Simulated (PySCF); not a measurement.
Deuteron quadrupole couplings in `[SiH3]S[Si@@H](Cl)C1CC1`

Species: C₃H₉ClSSi₂.
Z-matrix (Å and degrees, GFN2-xTB geometry), rows numbered from 1:
```
Si
S   1  2.1521
Si  2  2.1494  1  104.21
Cl  3  2.0246  2  111.24  1    47.07
C   3  1.8731  2  106.66  1   167.22
C   5  1.5043  3  119.49  2   167.60
C   6  1.4894  5   60.33  3  -109.37
H   1  1.4513  2  102.30  3   170.83
H   1  1.4577  2  107.98  3    51.32
H   1  1.4551  2  108.10  3   -69.14
H   3  1.4582  2  108.38  1   -70.50
H   5  1.0842  3  115.71  2   -47.21
H   6  1.0796  5  118.10  7  -108.64
H   6  1.0797  5  118.28  7   108.33
H   7  1.0792  5  117.91  6   108.74
H   7  1.0789  5  118.28  6  -108.32
```

Level: PBE0/pcSseg-1 (PySCF, non-relativistic); Q(2H) = 0.00286 b; rigid geometry, the same for H and D, with no vibrational averaging.

Task: Rank these positions by the coupling χzz of a deuteron there, largest first.
A. H11 (Si–H hydrogen)
B. H12 (methine hydrogen)
C. H14 (methylene hydrogen)
D. H8 (Si–H hydrogen)

Result: C (222 kHz), B (217 kHz), D (114 kHz), A (110 kHz).

Task: What are Vzz, η and χzz (234.96 MHz × Q × Vzz) at all hydrogens?

Result: 
```csv
atom,bonded to,bond length (Å),Vzz (au),η,χzz (kHz)
H8,Si1,1.451,0.1698,0.02,114
H9,Si1,1.458,0.1649,0.03,111
H10,Si1,1.455,0.1665,0.01,112
H11,Si3,1.458,0.1634,0.02,110
H12,C5,1.084,0.3232,0.08,217
H13,C6,1.080,0.3309,0.07,222
H14,C6,1.080,0.3297,0.08,222
H15,C7,1.079,0.3315,0.07,223
H16,C7,1.079,0.3310,0.07,222
```

Task: Average by the element that carries the hydrogen.

Result: on Si: 112 kHz over 4 positions, mean bond length 1.456 Å; on C: 221 kHz over 5 positions, mean bond length 1.080 Å.

Geometry: GFN2-xTB, one conformer, isolated molecule. GFN2-xTB bond lengths can be off by several hundredths of an ångström, more for odd bonds, and the gradients follow them. A larger basis could move these couplings by a tenth or more.

These values come from a run that also computed NMR shieldings. Hardware: Arm Neoverse V2, one thread, shared host with 96 logical CPUs at a one-minute load of 65. Cost: 39 s (grids of density and orbitals included), 0.86 GiB resident at most.
